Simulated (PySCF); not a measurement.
The numbers are results of PySCF 2.14.0 with PBE-D3(BJ)/def2-TZVP // TPSSh-D3(BJ)/def2-TZVP, not measurements. Gas-phase values, no solvent. One relaxed conformer stands for a flexible species; it need not be the lowest. Excitations are Tamm–Dancoff values on a coarser integration grid. The basis has no diffuse functions, so Rydberg states are missing or too high.

Reference species (SMILES): `C(=[O+]\[H])/[S@](=O)C` (O–S–C–O torsion 165°) (charge +1, multiplicity 1).

```json
{
  "HOMO": "-11.78 eV",
  "S1–T1 gap (TDA)": "2.14 eV",
  "S1 oscillator strength": "0.008"
}
```

After one change: the HOMO falls by 1.69 eV; the S1–T1 gap (TDA) decreases by 1.99 eV; the S1 oscillator strength stays essentially unchanged.

### Question
Name the change that produced these shifts. The new species is one of these.
A) `[H]/[O+]=C/N`
B) `[H]/[O+]=C/O[SiH3]` (O–C–O–Si torsion 0°)
C) `[H]/[O+]=C\[N+]#[C-]`
D) `[H]/[O+]=C/N(C)C` (C–N–C–O torsion 0°)

### Answer
B, `[H]/[O+]=C/O[SiH3]` (O–C–O–Si torsion 0°)
